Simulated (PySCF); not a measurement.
C₇H₇FSi: full NMR table

```yaml
Formula: C7H7FSi
SMILES: CC#CC1=C(F)C=C[SiH2]1
InChI: InChI=1S/C7H7FSi/c1-2-3-7-6(8)4-5-9-7/h4-5H,9H2,1H3
Point_group_of_the_computed_structure: C1
Degrees_of_unsaturation: 5
Carbon_signals: 7
Proton_signals: 4
```

Atom-mapped SMILES (the numbers label the heavy atoms): `[CH3:1][C:2]#[C:3][C:4]1=[C:5]([F:6])[CH:7]=[CH:8][SiH2:9]1`; H(Xn) means a hydrogen on atom n.

PySCF 2.14 calculation with geometry: GFN2-xTB and NMR shieldings at PBE0/pcSseg-1/GIAO; isolated molecule, averaged over atoms made equivalent by symmetry, fast rotation or ring inversion, a single conformation, non-relativistic.

Scale: TMS for 1H (σref 31.72), 13C (σref 186.93), 29Si (σref 349.16); 19F (σref 170.95) vs CFCl3 (reference shieldings calculated alike).

| carbon | δC, type | δH (multiplicity) | HMBC from (2–3 bonds) | span of the C tensor (ppm) |
| --- | --- | --- | --- | --- |
| C1 | 6.7, CH3 | 2.30 (s) | – | 20 |
| C2 | 107.4, C | – | H(C1) | 178 |
| C3 | 80.2, C | – | H(Si9), H(C1) | 263 |
| C4 | 100.8, C | – | H(C7), H(C8), H(Si9) | 149 |
| C5 | 182.3, C | – | H(C7), H(C8), H(Si9) | 154 |
| C7 | 153.6, CH | 7.09 (m) | H(C8), H(Si9) | 215 |
| C8 | 133.0, CH | 6.06 (m) | H(C7), H(Si9) | 232 |

Other nuclei:
```tsv
atoms	nucleus	environment	δ (ppm)	σ (ppm)
H(Si9)	1H	hydrogen on a silicon bonded to 2 C, in a 5-membered ring	4.64	27.08
F6	19F	vinylic fluorine	-83.8	254.7
Si9	29Si	silicon bonded to 2 C, 2 H, in a 5-membered ring	-41.7	390.9
```

- Carbon types of the structure: 4 × C, 2 × CH, 1 × CH3, leaving 2 H on heteroatoms.
- δC 182.3, 100.8: fully substituted alkene carbon.
- δC 153.6, 133.0: alkene CH; as expected for a trigonal carbon in a double bond.
- δC 107.4, 80.2: alkyne carbon.
- δC 6.7: propargylic methyl carbon; aliphatic region, no heteroatom directly attached.
- δH 7.09, 6.06: hydrogen on an alkene CH; attached to an sp2 carbon and in the plane of the double bond.

Splittings by 19F in the carbon and heteronuclear signals aren't shown, as no couplings were computed. Shifts are as computed. Against solution values, carbons near 30 ppm lie about +3 ppm off and those near 130 ppm about +5 ppm. Of 1309 compounds with measured shifts, 239 miss one by over three times the rms of a fit or turn the order of signals round; such compounds aren't used in these exercises. Unscaled 19F shifts against computed CFCl3 carry errors that often reach 10 to 50 ppm. No couplings were computed; multiplicities are counted from neighbouring protons, with m where these are inequivalent, close in shift, in a saturated or five-membered ring or joined by F or P, and br s for small geminal =CH2 splittings.
